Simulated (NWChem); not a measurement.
CH₂ClFO₂Si; SMILES O=C(O)[Si@H](F)Cl

```xyz
8

O      0.2822    -1.7978    -1.2944
C      0.0984    -1.4025    -0.1664
O      0.3873    -2.1307     0.9394
Si    -0.6105     0.3221     0.2854
F     -1.4074     0.8420    -1.0026
Cl     0.9688     1.5817     0.6680
H      0.7672    -2.9821     0.6364
H     -1.5139     0.3030     1.4506
```
Atoms are numbered in this order, from 1.

Computed with NWChem. Structure relaxed at the B3LYP/6-31G* (spherical d) level. Level: B3LYP/def2-SVP with SMD (1 M gas to 1 M solution), gas-phase geometry. Reactions with the solvent are ignored.

### Question
Estimate the computed values for solvent acetone. Quantities: solvation free energy (kcal/mol); cavity-dispersion-structure term (kcal/mol); dipole in solution (D).

### Answer
```yaml
solvation free energy (kcal/mol): -6.0
cavity-dispersion-structure term (kcal/mol): -1.5
dipole in solution (D): 2.95
```
